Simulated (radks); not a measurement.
Charge is removed step by step from the 1s down level of O3+, starting from 1s(up 1, down 1) 2s2 2p1. Calculated with a radial shooting solver on a logarithmic mesh with Libxc functionals: scalar-relativistic Kohn-Sham, BLYP, spin-polarised, spherical densities, finite nucleus; open shells are filled with parallel spins first; Fermi nuclear charge, rms radius 2.6991 fm.

removed (e)  E - E(0) (eV)  eigenvalue (eV)
0                    0.000          -586.92
0.125               74.046          -597.82
0.25                149.44          -608.56
0.375               226.17          -619.08
0.5                 304.20          -629.28
0.625               383.47          -639.00
0.75                463.91          -647.88
0.875               545.36          -654.83

The mean slope of the eigenvalue, de/dn, is 77.6 eV per electron.
